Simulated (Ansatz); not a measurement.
`O[CH2][Ga]([OH])[F]` + `N[SiH2]F` → `[OH][Ga]([F])[F]` + `N[SiH2]CO`  (redistribution)

Calculated with Ansatz (gas phase, PBE0-D4/def2-TZVP geometries, no zero-point term in ΔE). CBS: MP2 limit from def2 TZ/QZ plus the TZ coupled-cluster correction, frozen cores. DFT in def2-TZVPP. For Ga outer-core shells are correlated without core-valence functions, which leaves a few kJ/mol of doubt a bond. Scalar relativity is left out up to krypton. Each species was taken in one conformer, which may not be the lowest.

```tsv
species	PBE energy (Eh)
`O[CH2][Ga]([OH])[F]`	-2215.25579
`N[SiH2]F`	-446.34865
`[OH][Ga]([F])[F]`	-2200.04875
`N[SiH2]CO`	-461.52747
```

(1) Work out ΔE.

Largest T1 diagnostic among the species: 0.015.

## Answers

(1) ΔE = (-2200.04875) + (-461.52747) − (-2215.25579) − (-446.34865) = 0.02822 Eh = +74.1 kJ/mol. CCSD(T)/CBS gives +80.7 kJ/mol.
